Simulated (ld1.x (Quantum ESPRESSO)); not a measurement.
**Varying the ultrasoft potential for argon (Ar)**

Base potential:

```json
{
 "Element": "Ar (Z = 18)",
 "Generator": "ld1.x (Quantum ESPRESSO) 7.5",
 "Type": "ultrasoft",
 "Functional": "revPBE",
 "Relativity": "fully relativistic",
 "Frozen core": "[Ne]",
 "Valence charge": "8",
 "Reference configuration": "3s2 3p5.5 (charge +0.5)",
 "Partial waves": "3s (bound): rcut 0.75, rcutus 1.00 bohr; 3s channel at 0.2 Ry: rcut 0.75, rcutus 1.00 bohr; 3p (bound): rcut 0.65, rcutus 0.90 bohr; 3p channel at -0.55 Ry: rcut 0.65, rcutus 0.90 bohr",
 "Local potential": "all-electron potential smoothed inside 0.70 bohr (lloc = -2)",
 "Core correction": "none",
 "Augmentation charge": "built from norm-conserving waves at rcut, not smoothed further"
}
```

Open shells are filled in proportion to 2j + 1 (rel_dist='average').

All-electron outer shells of the reference configuration (revPBE, scalar-relativistic, ld1.x):

```
shell  level (eV)  outermost node (bohr)  outermost maximum (bohr)
   3s      -30.28                   0.52                      1.17
   3p      -15.96                   0.49                      1.28
```

Cutoffs, loose and tight: the cutoffs (Ry, on a coarse ladder) from which the occupation-weighted sum of valence levels, in a spherical-Bessel basis at the reference potential, stays within 10 and 1 mRy of its value at 400 Ry. They do not see the model core or the augmentation charge, which bear on the density cutoff. Test errors are all-electron minus pseudo excitation energies from the reference, over the configurations 3s2 3p6; 3s2 3p5; 3s2 3p4; 3s2 3p3; 3s2 3p2; 3s1 3p6. A dash means not determined; rows that change the core or the reference have their own tests. The largest error is taken over the tests solved by every variant that gives reliable tests at all: 3s1 3p6; 3s2 3p3; 3s2 3p4; 3s2 3p5; 3s2 3p6.

A true bound ghost makes a file unfit for plane-wave use even where its test errors are small: the radial tests pick states by their node count and pass the ghost by. Where a test does run into it, the solver fails or the error is huge.

| change | outcome | cutoff, loose | cutoff, tight | bound ghosts | largest test error (meV) |
| --- | --- | --- | --- | --- | --- |
| base | generated | 80 Ry | 140 Ry | p3/2, p1/2, s | -44 |
| reference 3s2 3p6 | generated | 80 Ry | 140 Ry | p3/2, p1/2, s | -113 |
| core correction a·sin(br)/r model core inside 0.58 bohr | generated | 80 Ry | 140 Ry | p3/2, p1/2, s | -24 |
| type PAW; local potential all-electron potential smoothed inside 0.70 bohr (lloc = -1); core correction a·sin(br)/r model core, default radius (ld1.x builds one for every PAW set, though the input has nlcc=.false.); augmentation PSQ, inside the norm-conserving radii | failed: new_paw_hamiltonian: negative rho | – | – | – | – |
| functional PBEsol | generated | 80 Ry | 140 Ry | p3/2, p1/2, s | -23 |
| augmentation PSQ, inside the norm-conserving radii | failed: chargeps: negative rho | – | – | – | – |

Task: What comes out with this change to the base: all radii scaled by about 1.06 (s 1.06, p 0.96 bohr, rcut 0.80/0.68); local potential all-electron potential smoothed inside 0.74 bohr (lloc = -2)?

Result: outcome: generated; cutoff, loose: 70 Ry; cutoff, tight: 110 Ry; bound ghosts: p3/2, p1/2; largest test error (meV): -18.
